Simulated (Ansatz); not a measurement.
Ansatz (an electronic-structure program) input (PBE0/cc-pVTZ):

Ansatz 0.2 input:
```yaml
crystal:
  periodic: [false, false, false]
  atoms:
    - {symbol: H, position_ang: [0.00000000, 0.00000000, 0.00000000]}
basis:
  gaussian:
    orbitals: cc-pVTZ
hamiltonian:
  xc: {name: PBE0}
magnetization: {spin_polarized: true, initial_magnetization: 1}
accuracy: high
scf: {lower_state_search: full}
```

Output:

```
Functional definition: PBE0
integrals: 0.00 GiB planned
92 factors; integrals over basis functions are off by at most 8.3e-10 eV
mean field: 0.04 GiB planned
mean field evaluation 1: about -13.6335 eV, gradient 3.0e-1 eV
mean field evaluation 2: about -13.6328 eV, gradient 2.9e-1 eV
mean field evaluation 4: about -13.6339 eV, gradient 1.5e-2 eV
mean field evaluation 8: about -13.6339 eV, gradient 8.7e-7 eV
mean field evaluation 16: about -13.6339 eV, gradient 1.5e-2 eV
mean field evaluation 32: about -13.6339 eV, gradient 9.1e-7 eV
mean field -13.63394940 eV, -0.5010383991 hartree, gradient 1.1e-9 eV, S^2 0.750000; 2 other end points of the search recorded, 0 dependent functions left out
reference -13.63395126 eV, -0.5010384676 hartree; 1, 0 occupied and 13, 14 virtual orbitals, 92 factors
Total energy: -13.63395126 eV, -0.5010384676 hartree
```
